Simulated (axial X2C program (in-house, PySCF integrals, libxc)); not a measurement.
## Spectroscopic constants of In₂

Calculated with an in-house all-electron X2C program for linear molecules (integrals from PySCF). Spin-free means the one-electron spin-free X2C Hamiltonian; two-component (2c) means X2C with spin–orbit coupling and atomic mean-field two-electron Coulomb and Gaunt terms, so the difference of the two also holds small scalar two-electron terms. Basis: In dyall-cv3z [11s12p9d4f1g] (cores contracted in-house); Gaussian nuclei, density fitting, unrestricted open shells. Masses: In 114.904 u.

Input file and command:
```json
{"zs": [49, 49], "q": 0, "bas": ["dyall-cv3z", "dyall-cv3z"], "levels": ["PBE0", "HF", "TPSS"], "cc": true, "r0": 2.84, "thr": -1.0, "nmax": 110, "npts": 10, "nst": 2, "ntry": 8}
```
```bash
python so2c.py task.json out
```

Keys: zs atomic numbers; q charge; bas basis sets; levels methods; cc coupled cluster on or off; r0 starting distance in Å; thr threshold in hartree for freezing inner shells (an s shell follows its p shell); nmax most natural virtual spinors; npts points on the curve; nst determinants followed; ntry starts of the search. HF also brings MP2.

State, spin-free: M_S = 1, Λ = 1 (beyond evenly filled blocks: σα, π+α); electrons by block: σα: 21, σβ: 20, π+α: 11, π+β: 10, π-α: 10, π-β: 10, δ+α: 4, δ+β: 4, δ-α: 4, δ-β: 4. Fragments: In + In.

State, 2c: Ω = 1 (⟨Sz⟩ = -0.01, ⟨Lz⟩ = 1.01 at PBE0); electrons by block: 1/2: 32, -1/2: 30, 3/2: 14, -3/2: 14, 5/2: 4, -5/2: 4. Fragments: In + In.

| Hamiltonian | level | Re (Å) | ωe (cm⁻¹) | ωexe (cm⁻¹) | De (eV) | D0 (eV) |
| --- | --- | --- | --- | --- | --- | --- |
| spin-free | PBE0 | 3.037 | 113.4 | 0.265 | 1.25 | 1.24 |
| spin-free | HF | 3.101 | 113.1 | 0.219 | 0.592 | 0.585 |
| spin-free | MP2 | 3.061 | 118.9 | 0.262 | 1.04 | 1.04 |
| spin-free | CCSD | 3.080 | 115.0 | 0.279 | 1.01 | 1.00 |
| spin-free | CCSD(T) | 3.081 | 114.5 | 0.3 | 1.09 | 1.08 |
| spin-free | TPSS | 3.052 | 108.1 | 0.286 | 1.25 | 1.25 |
| 2c | PBE0 | 3.031 | 112.5 | 0.307 | n/a | n/a |
| 2c | TPSS | 3.044 | 107.8 | 0.316 | n/a | n/a |

Correlated methods: 6 electrons correlated (number of frozen shells: In 4 s, 3 p, 2 d), 322 virtual spin orbitals or spinors in MP2, 96 natural virtuals in coupled cluster.

The state is a single determinant with fixed occupations, the lowest that a limited PBE0 search found. De is counted from the lowest determinant-based energies of the atoms at the same level, without counterpoise correction. De is not given where an atomic determinant may have missed its ground term or J level, or where the truncated virtual space spoils (T). Density functionals use the spin component along the axis (collinear). CCSD and (T) use frozen natural virtuals with an MP2 correction for the truncation; (T) itself is uncorrected, so its De runs slightly low. Other states lie close and PBE0, whose exact exchange favours high spin, may order them wrongly; the determinant shown need not be the ground state. The nearest other spin-free determinant of the search, M_S = 0, Λ = 1, lies 0.17 eV up at the distance of the search. Without a current term, density functionals place determinants with orbital angular momentum somewhat too high. With several unpaired electrons one determinant need not be a pure state. At some level and bond length an empty orbital lies below a filled one. With the outer-core shells frozen, correlated bond lengths of heavy atoms tend to come out a few hundredths of an ångström too long.

The spin-free and the 2c determinant differ in configuration, so the two halves of the table describe two states.

No reliable constants came from CCSD (2c), CCSD(T) (2c), HF (2c), MP2 (2c): no minimum in range, unconverged points, a curve that is not smooth, a change of character along it, or the two Hamiltonians disagreeing along it.

Rough cost a point (2c) on 1 thread(s) of a shared host, integrals apart: PBE0 1.4 s, TPSS 0.9 s.

The whole task took 3.1 min on 1 thread of Arm Neoverse V2, on a shared host.
